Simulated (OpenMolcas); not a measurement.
# Multiconfigurational calculation on Ho2+

Input:

```
&GATEWAY
Coord
1

Ho 0.0 0.0 0.0
Basis=ANO-R1
Group=XYZ
NoMove
AngMom=0.0 0.0 0.0
AMFI
&SEWARD
* reference wave functions (RASSCF and RASSI steps not shown): 11 electrons in 7 orbitals (4f)
>>> COPY JOB001 $Project.JobIph
&CASPT2
Multistate=21 1 2 3 4 5 6 7 8 9 10 11 12 13 14 15 16 17 18 19 20 21
Frozen=14 9
IPEA=0.4
Imaginary=0.1
MaxIter=60
WThr=0.0 0.3 0.05
PrWF=0.5
NoMix
>>> COPY JOB002 $Project.JobIph
&CASPT2
Multistate=35 1 2 3 4 5 6 7 8 9 10 11 12 13 14 15 16 17 18 19 20 21 22
23 24 25 26 27 28 29 30 31 32 33 34 35
Frozen=14 9
IPEA=0.4
Imaginary=0.1
MaxIter=60
WThr=0.0 0.3 0.05
PrWF=0.5
NoMix
```

Launched by
```bash
OMP_NUM_THREADS=1 MOLCAS_MEM=2252 MOLCAS_PROJECT=a pymolcas a.inp > a.log  # once for each step of the input, in one work folder
```

Output, cut to the results:

```
--- CASPT2 ---
Orbital specifications:
      -----------------------

      Symmetry species                           1   2
                                                ag  au
      Frozen orbitals                           14   9
      Inactive orbitals                          1   3
      Active orbitals                            0   7
      Secondary orbitals                         7  10
      Deleted orbitals                           0   0
      Number of basis functions                 22  29
Type of calculation                        MS-CASPT2
      Fock operator                              state-specific
      IPEA shift                                 0.40
      Real shift                                 0.00
      Imaginary shift                            0.10
      The input orbitals will be transformed to quasi-canonical
Reference energy:      -12610.8359109262
      E2 (Non-variational):      -0.5181259061
      Shift correction:          -0.0003031560
      E2 (Variational):          -0.5184290621
      Total energy:          -12611.3543399883
      Residual norm:              0.0000001883
      Reference weight:           0.89493
      Contributions to the CASPT2 correlation energy
      Active & Virtual Only:         -0.2812552397
      One Inactive Excited:          -0.1079521838
      Two Inactive Excited:          -0.1289184826
Reference energy:      -12610.8359109262
      E2 (Non-variational):      -0.5165562132
      Shift correction:          -0.0002994295
      E2 (Variational):          -0.5168556426
      Total energy:          -12611.3527665688
      Residual norm:              0.0000001912
      Reference weight:           0.89560
      Contributions to the CASPT2 correlation energy
      Active & Virtual Only:         -0.2799892843
      One Inactive Excited:          -0.1076520196
      Two Inactive Excited:          -0.1289149093
::    CASPT2 Root  1     Total energy: -12611.35433999
::    CASPT2 Root  2     Total energy: -12611.35276657
::    CASPT2 Root  3     Total energy: -12611.35347834
::    CASPT2 Root  4     Total energy: -12611.35439863
::    CASPT2 Root  5     Total energy: -12611.35373419
::    CASPT2 Root  6     Total energy: -12611.35445125
::    CASPT2 Root  7     Total energy: -12611.35355277
::    CASPT2 Root  8     Total energy: -12611.35480367
::    CASPT2 Root  9     Total energy: -12611.35329465
::    CASPT2 Root 10     Total energy: -12611.35382690
::    CASPT2 Root 11     Total energy: -12611.35431071
::    CASPT2 Root 12     Total energy: -12611.35414988
::    CASPT2 Root 13     Total energy: -12611.35303214
::    CASPT2 Root 14     Total energy: -12611.28680380
::    CASPT2 Root 15     Total energy: -12611.28639422
::    CASPT2 Root 16     Total energy: -12611.28691246
::    CASPT2 Root 17     Total energy: -12611.28678933
::    CASPT2 Root 18     Total energy: -12611.28652151
::    CASPT2 Root 19     Total energy: -12611.28685522
::    CASPT2 Root 20     Total energy: -12611.28695386
::    CASPT2 Root 21     Total energy: -12611.28638795
::    MS-CASPT2 Root  1     Total energy: -12611.35493628
::    MS-CASPT2 Root  2     Total energy: -12611.35458487
::    MS-CASPT2 Root  3     Total energy: -12611.35447295
::    MS-CASPT2 Root  4     Total energy: -12611.35436699
::    MS-CASPT2 Root  5     Total energy: -12611.35433560
::    MS-CASPT2 Root  6     Total energy: -12611.35415371
::    MS-CASPT2 Root  7     Total energy: -12611.35383850
::    MS-CASPT2 Root  8     Total energy: -12611.35368297
::    MS-CASPT2 Root  9     Total energy: -12611.35351120
--- CASPT2 ---
Orbital specifications:
      -----------------------

      Symmetry species                           1   2
                                                ag  au
      Frozen orbitals                           14   9
      Inactive orbitals                          1   3
      Active orbitals                            0   7
      Secondary orbitals                         7  10
      Deleted orbitals                           0   0
      Number of basis functions                 22  29
Type of calculation                        MS-CASPT2
      Fock operator                              state-specific
      IPEA shift                                 0.40
      Real shift                                 0.00
      Imaginary shift                            0.10
      The input orbitals will be transformed to quasi-canonical
Reference energy:      -12610.7610099360
      E2 (Non-variational):      -0.5232167101
      Shift correction:          -0.0003137829
      E2 (Variational):          -0.5235304930
      Total energy:          -12611.2845404289
      Residual norm:              0.0000001561
      Reference weight:           0.89337
      Contributions to the CASPT2 correlation energy
      Active & Virtual Only:         -0.2855332808
      One Inactive Excited:          -0.1086083653
      Two Inactive Excited:          -0.1290750641
Reference energy:      -12610.7610099359
      E2 (Non-variational):      -0.5233083866
      Shift correction:          -0.0003141034
      E2 (Variational):          -0.5236224900
      Total energy:          -12611.2846324259
      Residual norm:              0.0000001580
      Reference weight:           0.89334
      Contributions to the CASPT2 correlation energy
      Active & Virtual Only:         -0.2855219562
      One Inactive Excited:          -0.1087093186
      Two Inactive Excited:          -0.1290771117
::    CASPT2 Root  1     Total energy: -12611.28454043
::    CASPT2 Root  2     Total energy: -12611.28463243
::    CASPT2 Root  3     Total energy: -12611.28462575
::    CASPT2 Root  4     Total energy: -12611.28432857
::    CASPT2 Root  5     Total energy: -12611.28458558
::    CASPT2 Root  6     Total energy: -12611.28446534
::    CASPT2 Root  7     Total energy: -12611.28443718
::    CASPT2 Root  8     Total energy: -12611.28452629
::    CASPT2 Root  9     Total energy: -12611.28440591
...
```

Levels above the lowest, from the spin-orbit matrix with the single-state CASPT2 energies, averaged by term, on its diagonal:

```json
{"Configuration": "4f11", "Term": "4I*", "J": "15/2", "E (cm-1)": "0.0", "Measured (cm-1)": "0.0", "Term weight %": "98", "Second": "2 2K*"}
{"Configuration": "4f11", "Term": "4I*", "J": "13/2", "E (cm-1)": "5580", "Measured (cm-1)": "5439", "Term weight %": "99", "Second": ""}
{"Configuration": "4f11", "Term": "4I*", "J": "11/2", "E (cm-1)": "9110", "Measured (cm-1)": "8644", "Term weight %": "90", "Second": "10 2H*"}
{"Configuration": "4f11", "Term": "4I*", "J": "9/2", "E (cm-1)": "11330", "Measured (cm-1)": "10770", "Term weight %": "75", "Second": "18 2H*"}
{"Configuration": "4f11", "Term": "4F*", "J": "9/2", "E (cm-1)": "15740", "Measured (cm-1)": "13330", "Term weight %": "68", "Second": "21 2G*"}
{"Configuration": "4f11", "Term": "2H*", "J": "11/2", "E (cm-1)": "20490", "Measured (cm-1)": "16891", "Term weight %": "90", "Second": "10 4I*"}
{"Configuration": "4f11", "Term": "4F*", "J": "7/2", "E (cm-1)": "20800", "Measured (cm-1)": "17867", "Term weight %": "92", "Second": "8 2G*"}
```

Against the 6 measured excited levels shown (Martin, Zalubas and Hagan, Atomic Energy Levels: The Rare-Earth Elements, NSRDS-NBS 60 (1978); whole-number values converted from NIST levels in rydberg listed in Nahar, Atoms 12, 24 (2024)) the mean absolute deviation is 1700 cm-1; the largest miss in energy is 4f11 2H* 11/2: computed 20490, measured 16891 cm-1 (+21.3 %).

Term energies are means over components that CASPT2 splits; among the terms shown or strongly mixed into the levels shown the widest spread is 450 cm-1 (4f11 4I*). High states are left out of the spin-orbit mixing, which shifts the levels that they would mix with. Some levels mix across a computed gap that differs much from the measured one, so their mixing is not that of the real levels. Some terms miss by over 15 % even with CASPT2, which points to a basis or an active space too small for the shells correlated. Measured partners are found by configuration, term and J. A level has none where our copy of the source lacks it or the pairing is in doubt (some pairs that miss far off the trend of their configuration count as doubtful), and it then counts in no deviation. Levels of configurations outside the active space are missing. The first state left out of the spin-orbit step lies near 26000 cm-1 above the lowest spin-free state of the reference (among the parities and spins computed), and the list stops at four fifths of that energy or lower.

The CASPT2 steps took 26 s on 1 thread of Arm Neoverse V1, on a shared host; the integral step is not counted.

The term weight is that of the spin-free term in the level, not the purity of its configuration. * marks odd parity.
